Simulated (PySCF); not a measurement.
F4MoO, singlet, geometry from GFN2-xTB (such geometries of metal compounds can be far from the true shape) (all electrons, no relativity). Base run: PBE0/3-21G (PySCF).

PySCF was given this input:
```python
from pyscf import gto, scf, dft

mol = gto.M(
    atom='''
Mo    0.061471   -0.033879    0.057937
O     1.149848   -0.633722    1.083749
F    -1.126094    0.620631   -1.061361
F     0.003149    1.590718    0.785069
F     1.037051   -0.287497   -1.410177
F    -1.223057   -1.202442    0.452762
''',
    basis='3-21g',
    charge=0,
    spin=0,
    verbose=5,
)

mf = dft.RKS(mol)
mf.xc = 'pbe0'
mf.kernel()
```

Variants of this job, named by their change:

| change | basis functions | E (Eh) | HOMO (eV) | HOMO-LUMO gap (eV) | dipole (D) |
|---|---|---|---|---|---|
| base | 81 | -4430.15118 | -10.18 | 6.45 | 0.54 |
| basis = ANO-RCC-VDZP; relativity = spin-free X2C | 113 | -4522.96621 | -11.24 | 7.29 | 0.85 |
| basis = ANO-RCC-VDZP; relativity = none | 113 | -4390.00079 | -11.17 | 7.04 | 1.01 |
| basis = x2c-SVPall; relativity = none | 123 | -4405.39653 | -10.83 | 7.07 | 0.76 |
| basis = x2c-SVPall; relativity = spin-free X2C | 123 | -4522.13065 | -10.89 | 7.27 | 0.62 |
| basis = x2c-SVPall; relativity = spin-free X2C; nucleus = Gaussian (with nucmod='G') | 123 | -4522.08500 | -10.89 | 7.27 | 0.62 |
| basis = jorge-DZP-DKH; relativity = spin-free X2C | 123 | -4522.26695 | -10.74 | 8.65 | 0.12 |
| basis = ANO-RCC-VDZP; relativity = spin-free X2C; nucleus = Gaussian (with nucmod='G') | 113 | -4522.90667 | -11.24 | 7.29 | 0.85 |
| basis = jorge-DZP-DKH; relativity = none | 123 | -4427.56690 | -10.70 | 8.53 | 0.01 |
| basis = jorge-DZP-DKH; relativity = spin-free X2C; nucleus = Gaussian (with nucmod='G') | 123 | -4522.21565 | -10.74 | 8.65 | 0.12 |

Total energies compare only within one method and basis.

Basis sets contracted for a relativistic Hamiltonian are a mismatch without it, so the rows without relativity aren't non-relativistic limits. No row has spin-orbit coupling; sets with core potentials leave out the core electrons.
